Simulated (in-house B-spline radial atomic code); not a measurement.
# RPA and G0W0 on Hartree-Fock: F5+

Configuration [He] 2s2, mean-field start Hartree-Fock. Computed with a B-spline radial code for spherical atoms: all electrons, non-relativistic, point nucleus, each spin shell either full or empty, empty states to l = 9 with an (l + 1/2)⁻⁴ tail; G0W0 by contour deformation at full frequency.

Command:
```bash
python run_gw.py task.json out
```
Settings (radii: box in bohr, nucleus in fm):
```
Z                        9
electrons                4
configuration            [He] 2s2
hamiltonian              nr
method                   hf
lmax                     9
spin_polarised           False
box_radius               10.43
intervals                45
ion_configuration        [He] 2s1
```

Cost of the run: 0.5 s on 1 thread of AMD EPYC 9R45 96-Core Processor (Zen 5), on a shared host.

Energies (hartree):

| term | value |
| --- | --- |
| mean-field total | -87.93405 |
| Hartree-Fock functional on these orbitals | -87.93405 |
| direct second order | -0.23683 |
| second-order exchange | 0.1154 |
| SOSEX correction | 0.10069 |

Q: What is the RPA correlation energy, and what remains with SOSEX?

A: RPA gives -0.20665 hartree (-1.41 eV per electron); RPA + SOSEX gives -0.10595, and the second-order doubles (MP2) -0.12143 hartree. SOSEX takes back 49 % of the RPA value.

Quasi-particle levels (eV):

```tsv
level	occupied	mean field	Σx - vxc	Σc	QP weight	G0W0
2s	yes	-154.17	0.00	?	?	?
1s	yes	-872.55	0.00	3.73	0.974	-868.82
2p	no	-113.49	0.00	-1.45	0.983	-114.94
```

G0W0 = mean field + (Σx - vxc) + Σc, with Σc (partial-wave tail included) taken at the quasi-particle energy.

Q: Where does G0W0 put 2s?

A: At -156.47 eV, with Σc = -2.31 eV and a quasi-particle weight of 0.975. The tabulated removal energy is 157.163 eV (NIST, measured).

Q: What does it cost to remove one electron (to [He] 2s1) by differences of total energies, each species on its own start (correlation terms add to the Hartree-Fock functional)?

A: Hartree-Fock functional 153.86 eV, + RPA 156.10 eV, + RPA + SOSEX 155.45 eV, + second order 155.83 eV. Tabulated: 157.163 eV (NIST, measured).
